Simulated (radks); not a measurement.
Effect of the nuclear size on neutral calcium, [Ar] 4s2. Calculated with a radial shooting solver on a logarithmic mesh with Libxc functionals: Dirac Kohn-Sham, LDA (Slater exchange, Perdew-Wang correlation), spin-unpolarised, spherical densities, finite nucleus; Fermi nuclear charge, rms radius 3.4776 fm. The rms radius is varied about that value; shifts are against it.

[
 {"rms radius (fm)": "3.0151", "total energy shift (eV)": "-0.00746", "density at nucleus (e/bohr^3)": "6145", "1s1/2 shift (meV)": "-3.15", "2s1/2 shift (meV)": "-0.246", "2p1/2 shift (meV)": "0.040"},
 {"rms radius (fm)": "3.2863", "total energy shift (eV)": "-0.00321", "density at nucleus (e/bohr^3)": "6131", "1s1/2 shift (meV)": "-1.35", "2s1/2 shift (meV)": "-0.106", "2p1/2 shift (meV)": "0.017"},
 {"rms radius (fm)": "3.4776", "total energy shift (eV)": "0", "density at nucleus (e/bohr^3)": "6122", "1s1/2 shift (meV)": "0.000", "2s1/2 shift (meV)": "0.000", "2p1/2 shift (meV)": "0.000"},
 {"rms radius (fm)": "3.7558", "total energy shift (eV)": "0.00498", "density at nucleus (e/bohr^3)": "6110", "1s1/2 shift (meV)": "2.10", "2s1/2 shift (meV)": "0.165", "2p1/2 shift (meV)": "-0.027"},
 {"rms radius (fm)": "4.0897", "total energy shift (eV)": "0.0115", "density at nucleus (e/bohr^3)": "6097", "1s1/2 shift (meV)": "4.83", "2s1/2 shift (meV)": "0.379", "2p1/2 shift (meV)": "-0.062"}
]

Slopes of the eigenvalues against <r^2> in GHz/fm^2, as finite differences over the two radii next to the reference (eigenvalue slopes, not the field-shift constants of lines): 1s1/2 253, 2s1/2 19.8, 2p1/2 -3.25.
